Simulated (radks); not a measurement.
Correlation energies from several functionals, in hartree. Species: Ta43+ [Ar] 3d10 4s2; Se+ [Ar] 3d10 4s2 4p3; Cr+ [Ar] 3d5. All-electron calculation, non-relativistic Kohn-Sham, r2SCAN, spin-polarised, spherical densities, point nucleus; meta-GGA in the generalised Kohn-Sham scheme. Program: a radial shooting solver on a logarithmic mesh with Libxc functionals. Every spin shell is full or empty, so the densities are truly spherical. Functionals are evaluated on that one density, not self-consistently.

functional    Ta43+      Se+       Cr+
PW92        -3.7730  -2.9858   -1.9225
VWN5        -3.7857  -3.0002   -1.9322
PZ          -3.7853  -2.9799   -1.9121
PBEsol      -1.9852  -1.8173   -1.1285
LYP         -1.6963  -1.5824   -1.0077
AM05        -3.5036  -2.7587   -1.7627
revTPSS     -1.7355  -1.6150   -1.0000
SCAN        -1.7411  -1.5928  -0.97986
r2SCAN      -1.7502  -1.6046  -0.98628
B95         -2.4788  -1.9040   -1.1519
Tao-Mo      -1.6605  -1.5157  -0.92202
